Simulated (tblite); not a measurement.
Species: C4H9BO.
Bonds: B1–O2, O2–C3, C3–C4, C4–C5 (double), C5–C6, O2–C6. Hydrogens: H7, H8, H9 on B1; H10, H11 on C3; H12 on C4; H13 on C5; H14, H15 on C6.
Bond orders are those of one Lewis drawing.

Computed with GFN2-xTB (tblite), gas phase: L-BFGS steps from a force-field or distance-geometry start until the largest atomic force falls under 0.01 eV/Å.

The end geometry, which sets the zero of energy:
```
atom  x, y, z in Å
B1      1.9812   -0.0099    0.1848
O2      0.3860    0.1385    0.5197
C3     -0.2852    1.1639   -0.2169
C4     -1.6456    0.6021   -0.4843
C5     -1.6834   -0.6690   -0.1252
C6     -0.3536   -1.0811    0.4211
H7      2.0557   -0.3429   -0.9601
H8      2.3548   -0.8381    0.9478
H9      2.4178    1.0721    0.3979
H10    -0.2986    2.0703    0.3978
H11     0.2523    1.3821   -1.1489
H12    -2.4280    1.1908   -0.9244
H13    -2.5033   -1.3575   -0.2048
H14     0.1576   -1.7869   -0.2464
H15    -0.4120   -1.5265    1.4199
```

Question: These geometries come from the run, each turned onto the end geometry. Order them by energy, lowest first.
A.
```
atom  x, y, z in Å
B1      1.7808   -0.1468   -0.3303
O2      0.4770    0.2835    0.7324
C3     -0.3570    1.2533    0.1007
C4     -1.2622    0.4186   -0.7671
C5     -1.2820   -0.8080   -0.2712
C6     -0.3921   -0.8294    0.9438
H7      1.5863    0.3994   -1.3657
H8      1.7474   -1.3258   -0.4343
H9      2.7277    0.2536    0.2467
H10    -0.9516    1.7604    0.8783
H11     0.2577    1.9828   -0.4206
H12    -1.7592    0.8081   -1.6347
H13    -1.7914   -1.6791   -0.6358
H14     0.1991   -1.7315    1.0831
H15    -0.9848   -0.6312    1.8527
```
B.
```
atom  x, y, z in Å
B1      1.9901    0.0279    0.2160
O2      0.3838    0.1265    0.4611
C3     -0.2736    1.1288   -0.3092
C4     -1.6584    0.5947   -0.4755
C5     -1.7048   -0.6671   -0.0860
C6     -0.3587   -1.0928    0.4084
H7      2.1595   -0.0371   -0.9728
H8      2.3098   -0.9671    0.7867
H9      2.3912    1.0275    0.7263
H10    -0.2316    2.0689    0.2524
H11     0.2483    1.2699   -1.2695
H12    -2.4524    1.1863   -0.8824
H13    -2.5580   -1.3158   -0.0699
H14     0.1412   -1.8348   -0.2332
H15    -0.3906   -1.5079    1.4256
```
C.
```
atom  x, y, z in Å
B1      1.9913   -0.0002    0.2361
O2      0.3807    0.1398    0.4939
C3     -0.2838    1.1481   -0.2696
C4     -1.6652    0.6041   -0.4639
C5     -1.7060   -0.6607   -0.0829
C6     -0.3462   -1.0842    0.3788
H7      2.1319   -0.2843   -0.9153
H8      2.3213   -0.8622    0.9814
H9      2.4144    1.0710    0.5167
H10    -0.2581    2.0831    0.3007
H11     0.2194    1.3056   -1.2330
H12    -2.4561    1.2020   -0.8748
H13    -2.5439   -1.3329   -0.0961
H14     0.1380   -1.7482   -0.3496
H15    -0.3419   -1.5731    1.3556
```
D.
```
atom  x, y, z in Å
B1      1.9880    0.0221    0.2470
O2      0.3764    0.1361    0.4952
C3     -0.2739    1.1272   -0.2994
C4     -1.6686    0.6041   -0.4565
C5     -1.7127   -0.6585   -0.0677
C6     -0.3529   -1.0875    0.3906
H7      2.1398   -0.1349   -0.9280
H8      2.3158   -0.9118    0.9000
H9      2.4075    1.0566    0.6499
H10    -0.2082    2.0844    0.2254
H11     0.2240    1.2234   -1.2751
H12    -2.4630    1.2056   -0.8568
H13    -2.5496   -1.3311   -0.0755
H14     0.1166   -1.7564   -0.3424
H15    -0.3436   -1.5713    1.3713
```
E.
```
atom  x, y, z in Å
B1      2.0484    0.0126    0.1445
O2      0.4055    0.1051    0.4183
C3     -0.2907    1.1332   -0.2827
C4     -1.6510    0.5663   -0.5462
C5     -1.7061   -0.6803   -0.1103
C6     -0.3944   -1.0753    0.4970
H7      2.2004    0.1415   -1.0380
H8      2.3607   -1.0609    0.5704
H9      2.4764    0.9373    0.7633
H10    -0.3172    2.0084    0.3800
H11     0.2470    1.4079   -1.2023
H12    -2.4312    1.1464   -1.0206
H13    -2.5359   -1.3687   -0.1366
H14     0.0766   -1.9283   -0.0217
H15    -0.4927   -1.3373    1.5630
```

Answer: C (0.005 eV), D (0.012 eV), B (0.032 eV), E (0.077 eV), A (0.258 eV).

In the order of the answer:

```
step  E above end (eV)  largest force (eV/Å)  rms force component (eV/Å)  rms distance from end (Å)  rms bond change (Å)  bond most changed (Å)
  72             0.005                  0.05                       0.021                      0.084                0.001          C6–H15 -0.003
  63             0.012                  0.06                       0.018                      0.134                0.001           O2–C3 -0.003
  51             0.032                  0.21                       0.073                      0.155                0.004           B1–O2 -0.009
  42             0.077                  0.30                       0.103                      0.233                0.010           B1–O2 +0.031
  13             0.258                  0.20                       0.048                      0.901                0.027           B1–O2 +0.100
```

What follows is the cost of the whole relaxation. Time: 0.74 s of wall time. Hardware: one thread, Arm Neoverse N1 (aarch64), no GPU (shared host).
